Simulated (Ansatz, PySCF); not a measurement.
System: sum formula SiHCl$_{2}$, charge 0, multiplicity 2. It need not be the lowest isomer of its formula. SMILES: Cl[SiH]Cl
Geometry: optimised at B3LYP-D3(BJ)/def2-TZVP (Ansatz, a program for electronic structure).

Quantity: vertical ionisation energy (to the singlet state of charge +1; each state is the SCF solution reached for its spin), in eV. Cores are frozen in the correlated levels unless marked. Open shells are spin-unrestricted. Spin-orbit coupling is left out. No relativistic terms. CBS(X,Y): correlation extrapolated as X^-3; Hartree-Fock from the larger set. [CCSD(T)-MP2]/basis is that difference in the basis named.

```tsv
level	program	vertical ionisation energy (eV)	minus last row
HF/aug-cc-pV(D+d)Z	Ansatz	9.01	-0.01
SVWN5/def2-TZVPD	Ansatz	8.82	-0.20
r2SCAN/def2-TZVPD	Ansatz	9.06	0.04
B3LYP/def2-TZVPD	Ansatz	9.01	-0.01
PBE0/def2-TZVPD	Ansatz	9.07	0.05
M06-2X/def2-TZVPD	PySCF	9.13	0.11
wB97M-V/def2-TZVPD	Ansatz	8.90	-0.12
MP2/aug-cc-pV(D+d)Z	Ansatz	8.92	-0.10
RI-MP2/CBS(aug-cc-pV(T+d)Z,aug-cc-pV(Q+d)Z)	Ansatz	9.02	0.00
RI-MP2/CBS(aug-cc-pV(T+d)Z,aug-cc-pV(Q+d)Z)+[CCSD(T)-MP2]/aug-cc-pV(T+d)Z	Ansatz	9.02	0.00
```

For comparison, minus the highest occupied orbital energy (PySCF): 5.76 eV at BP86/def2-TZVPD, 9.93 eV at HF/def2-TZVPD, 5.81 eV at M06-L/def2-TZVPD.
